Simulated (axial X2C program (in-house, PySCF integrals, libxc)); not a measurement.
Which molecule gave these maps?

PBE0 fields computed with an in-house all-electron X2C program for linear molecules (integrals from PySCF), two-component, near the equilibrium distance, one atom at z = 0.

The maps cover the half plane through the axis: z from -2.4 to 3.6 Å along the bond, ρ from 0.15 to 2.25 Å away from it.

log10 of the density in e/bohr³:

```
 ρ\z  -2.4  -1.8  -1.2  -0.6   0.0   0.6   1.2   1.8   2.4   3.0   3.6
0.15  -3.3  -2.3  -1.5  -0.4   1.4  -0.5  -0.8  -0.9  -2.0  -3.1  -4.1
0.45  -3.4  -2.4  -1.6  -0.8   0.2  -0.8  -1.1  -1.3  -2.1  -3.2  -4.2
0.75  -3.5  -2.6  -1.8  -1.2  -0.9  -1.3  -1.5  -1.7  -2.4  -3.4  -4.3
1.05  -3.7  -2.8  -2.1  -1.6  -1.5  -1.8  -1.9  -2.2  -2.8  -3.6  -4.5
1.35  -3.9  -3.1  -2.5  -2.1  -2.0  -2.3  -2.4  -2.7  -3.2  -3.9  -4.7
1.65  -4.2  -3.5  -2.9  -2.6  -2.6  -2.8  -2.9  -3.1  -3.6  -4.3  -5.0
1.95  -4.6  -3.9  -3.3  -3.1  -3.1  -3.4  -3.5  -3.7  -4.1  -4.7  -5.4
2.25  -4.9  -4.3  -3.8  -3.6  -3.7  -4.0  -4.1  -4.2  -4.6  -5.1  -5.7
```

Electron localisation function (collinear form, no current term, damped to 0 at low density):

```
 ρ\z  -2.4  -1.8  -1.2  -0.6   0.0   0.6   1.2   1.8   2.4   3.0   3.6
0.15  0.39  0.99  0.94  0.26  0.26  0.22  0.99  1.00  1.00  0.73  0.00
0.45  0.28  0.98  0.95  0.23  0.64  0.17  0.98  1.00  1.00  0.59  0.00
0.75  0.13  0.97  0.97  0.48  0.17  0.24  0.95  1.00  0.99  0.29  0.00
1.05  0.03  0.90  0.97  0.76  0.28  0.24  0.80  0.98  0.94  0.06  0.00
1.35  0.01  0.63  0.94  0.84  0.34  0.10  0.41  0.88  0.56  0.01  0.00
1.65  0.00  0.14  0.77  0.72  0.20  0.02  0.09  0.36  0.06  0.00  0.00
1.95  0.00  0.01  0.24  0.34  0.05  0.00  0.01  0.02  0.00  0.00  0.00
2.25  0.00  0.00  0.01  0.04  0.01  0.00  0.00  0.00  0.00  0.00  0.00
```

Problem. Which molecule is it?
A. AsF⁺
B. GeBr⁺
C. AsN⁺
D. GeH⁺

Solution. D. GeH⁺, with Ge at z = 0 and H at z = 1.585 Å, state Ω = 0 (closed shell), basis Ge dyall-cv3z [9s9p7d4f1g], H dyall-v3z [6s2p1d] (cores contracted in-house). The state is a single determinant with fixed occupations, the lowest that a limited PBE0 search found.
